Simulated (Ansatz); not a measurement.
Z-matrix (Å, degrees):
```
Si
B 1 1.889
O 1 1.751 2 43.1
H 1 1.481 2 124.4 3 -86.5
H 1 1.481 2 124.4 3 86.6
Cl 2 1.724 1 165.6 3 -180.0
```

Total charge 0; spin multiplicity 1.

Q: List the B3LYP/def2-TZVPP orbital energies in eV (Ansatz 0.2.0). (Best estimate.)

A: Computed: Occupied: -2762.97, -1799.92, -521.41, -257.73, -196.75, -196.63, -196.59, -185.81, -144.41, -99.80, -99.69, -99.68, -28.37, -23.24, -15.08, -13.82, -12.44, -11.71, -11.47, -9.94, -9.49, -9.25, -7.18. Lowest empty: -1.32, -1.07, 0.64, 1.14, 1.66, 2.56, 2.80, 3.05.

B3LYP here is the variant with VWN-RPA as its local correlation; programs differ in this.
